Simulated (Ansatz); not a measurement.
```yaml
crystal:
  periodic: [false, false, false]
  atoms:
    - {symbol: F, position_ang: [-0.664312, -2.268996, 0.849018]}
    - {symbol: B, position_ang: [0.242495, -1.263539, 0.834924]}
    - {symbol: F, position_ang: [1.345484, -1.453672, 1.595353]}
    - {symbol: O, position_ang: [-0.451318, 0.003292, 1.316889]}
    - {symbol: C, position_ang: [-0.633124, 1.018665, 0.577838]}
    - {symbol: C, position_ang: [-0.210922, 1.102930, -0.736791]}
    - {symbol: C, position_ang: [0.457784, 0.009258, -1.256702]}
    - {symbol: O, position_ang: [0.691390, -1.054163, -0.604927]}
    - {symbol: H, position_ang: [-1.154938, 1.848799, 1.055083]}
    - {symbol: H, position_ang: [-0.386555, 1.987734, -1.328078]}
    - {symbol: H, position_ang: [0.829416, 0.012692, -2.281906]}
basis:
  gaussian: {orbitals: cc-pVTZ, fitting: {mean_field: def2-universal-jkfit}}
total_charge: -1
magnetization: {spin_polarized: true, initial_magnetization: 1}
hamiltonian: {xc: {name: HF}}
correlation: {method: mp2, frozen_orbitals: {F: 9}}
accuracy: high
output: {forces: true}
```

```sh
$ ansatz run in.yaml --threads 4 --pin off --events-out ev --progress --plain --max-ram 11315MiB
```

Shortened log:

```
Functional definition: HF
Error: "frozen_orbitals" has no count for B
```

In this input frozen orbitals are typed for one element alone, and the program wants a count for each. The program refused the input.
